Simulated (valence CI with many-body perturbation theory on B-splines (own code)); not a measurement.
Which ion has this spectrum?

A relativistic CI+MBPT calculation for an atom or ion with 15 electrons gives these levels (eV):

```csv
J,Parity,E,g
3/2,odd,0.00,1.35
3/2,even,213.73,0.78
3/2,odd,259.44,1.45
5/2,odd,270.56,1.19
1/2,odd,284.82,0.65
5/2,even,288.06,1.20
5/2,even,419.20,1.46
3/2,even,447.34,1.15
1/2,even,448.54,2.07
5/2,even,471.02,0.96
1/2,even,473.94,0.21
3/2,even,473.98,0.90
7/2,even,482.50,1.03
5/2,even,510.00,1.17
```

The energies are calculated, and their last digits are not significant.

Which is it?
A. Ta58+
B. Tm54+
C. Ho52+
D. Yb55+

D. Yb55+, ground level (3s^2 3p1/2^2 3p3/2) J=3/2.
